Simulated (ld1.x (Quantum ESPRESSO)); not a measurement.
**Reading a pseudo-wave (N)**

Columns: radius, all-electron u(r) and pseudo u(r) of the 2p shell (level -7.09 eV) of nitrogen in the configuration [He] 2s2 2p3; PBE, non-relativistic, TM scheme, ld1.x (Quantum ESPRESSO) 7.5.

```csv
r (bohr),all-electron,pseudo
0.120,0.0981,0.0287
0.240,0.2732,0.1106
0.360,0.4405,0.2341
0.480,0.5740,0.3813
0.600,0.6712,0.5319
0.720,0.7348,0.6658
0.840,0.7693,0.7681
0.960,0.7808,0.8306
1.080,0.7751,0.8534
1.200,0.7569,0.8423
1.320,0.7302,0.8072
1.440,0.6980,0.7582
1.560,0.6625,0.7037
1.680,0.6253,0.6500
1.800,0.5876,0.6001
1.920,0.5502,0.5553
2.040,0.5138,0.5153
2.160,0.4786,0.4789
2.280,0.4451,0.4451
2.400,0.4132,0.4132
2.520,0.3832,0.3832
2.640,0.3550,0.3550
2.760,0.3286,0.3286
2.880,0.3039,0.3039
3.000,0.2809,0.2809
3.120,0.2596,0.2596
```

How many radial nodes do the two functions have?

The all-electron 2p function has n − l − 1 = 0; the pseudo-wave has 0.

At about which radius was the pseudo-wave matched?

2.40 bohr. The columns agree to 0.0005 from 2.16 bohr on; several derivatives are matched, so the curves merge somewhat inside the radius.

Is the pseudo-wave norm-conserving?

Yes: the TM scheme keeps the norm inside the radius equal to the all-electron one, which fixes the energy derivative of the logarithmic derivative at the level.
